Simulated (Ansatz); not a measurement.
CH₅BFNO, SMILES `COB(N)F`. Charge 0, multiplicity 1. The geometry is a stationary point of PBE0-D4/def2-TZVP. It is one conformer, not always the lowest.

```xyz
10

C    -1.047    1.302    0.266
O     0.200    0.684    0.024
B     0.285   -0.667   -0.099
N     1.518   -1.287   -0.335
F    -0.822   -1.424    0.005
H    -0.879    2.379    0.289
H    -1.469    0.988    1.224
H    -1.768    1.072   -0.524
H     2.371   -0.767   -0.420
H     1.611   -2.281   -0.430
```

Problem. What is the dipole moment at B3LYP/def2-TZVPP? (Estimate.)

Solution. Computed: 0.81 D, with components (0.79, 0.16, -0.10) D in this frame, pointing from negative to positive charge.

Problem. And with PBE, r2SCAN, ωB97M-V? (Best estimate.)

Solution. The calculation gave: PBE 0.85 D, r2SCAN 0.84 D, ωB97M-V 0.78 D.

Problem. Give the Mulliken charges with B3LYP, PBE, ωB97M-V in def2-TZVPP. (Best estimate.)

Solution. The calculation gave: 
```csv
atom,B3LYP,PBE,ωB97M-V
C1,-0.11,-0.14,-0.17
O2,-0.34,-0.28,-0.34
B3,0.44,0.35,0.46
N4,-0.33,-0.34,-0.29
F5,-0.29,-0.25,-0.29
H6,0.12,0.11,0.12
H7,0.10,0.10,0.12
H8,0.10,0.10,0.12
H9,0.16,0.17,0.13
H10,0.16,0.17,0.13
```

B3LYP here is the variant with VWN-RPA as its local correlation; programs differ in this.
